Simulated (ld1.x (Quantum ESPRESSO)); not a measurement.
# PBE PAW dataset for Al (Z = 13), non-relativistic all-electron reference.

| Quantity | Value |
| --- | --- |
| Element | aluminium |
| Generator | ld1.x (Quantum ESPRESSO) 7.5 |
| Type | PAW |
| Functional | PBE |
| Relativity | non-relativistic |
| Frozen core | [Ne] |
| Valence charge | 3 |
| Reference configuration | 3s1 3p0 (charge +2) |
| Partial waves | 3s (bound): rcut 1.50, rcutus 2.00 bohr; 3s channel at -0.9 Ry: rcut 1.50, rcutus 2.00 bohr; 3p (bound, empty): rcut 2.05, rcutus 2.60 bohr; 3p channel at -0.05 Ry: rcut 2.05, rcutus 2.60 bohr; 3d channel at 1.3 Ry: rcut 1.70, rcutus 1.95 bohr; 3d channel at 2.65 Ry: rcut 1.70, rcutus 1.95 bohr |
| Local potential | all-electron potential smoothed inside 1.50 bohr (lloc = -1) |
| Core correction | Bessel-smoothed model core inside 1.20 bohr |
| Augmentation charge | PSQ, inside the norm-conserving radii |

* Cutoffs needed: 6 Ry and 10 Ry (the cutoffs (Ry, on a coarse ladder) from which the occupation-weighted sum of valence levels, in a spherical-Bessel basis at the reference potential, stays within 10 and 1 mRy of its value at 400 Ry)
* Ghost test: no extra level below or beside the all-electron valence levels (s, p, d, f tested) (spherical-Bessel basis up to 400 Ry, 20 bohr box)
* Largest excitation error: -16 meV (all-electron minus pseudo) for 3s2 3p1.3, out of 7 test configurations
* Lowest eigenvalue of the overlap operator: 0.41 (s channel)
* Density cutoff estimated by the generator: 160 Ry
